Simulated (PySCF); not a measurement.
CH₄OSe₂, SMILES CO[Se][SeH]. Geometry optimised at ωB97X-D3(BJ)/def2-SVP. One conformer was computed; it need not be the lowest.

The numbers are results of ωB97X-D3(BJ)/def2-SVP (PySCF 2.14.0), not measurements.

Harmonic wavenumbers (cm⁻¹): 92, 155, 236, 311, 315, 365, 630, 771, 1117, 1179, 1196, 1459, 1468, 1490, 2462, 3028, 3113, 3165. Rotational constants (GHz): 4.672, 1.615, 1.263; symmetry number 1.

Q: Work out the zero-point energy and the ideal-gas rigid-rotor harmonic-oscillator thermochemistry at 298.15 K and 1 atm.

A: ZPE = ½ Σ hcν = ½ × 22551 cm⁻¹ = 134.89 kJ/mol. H − E(el) = 153.60 kJ/mol. Entropy in J/(mol K): translation 174.18, rotation 116.79, vibration 53.01, total 343.98. G − E(el) = 51.04 kJ/mol. Cp = 88.04 J/(mol K). Modes under 150 cm⁻¹ make the vibrational entropy uncertain.
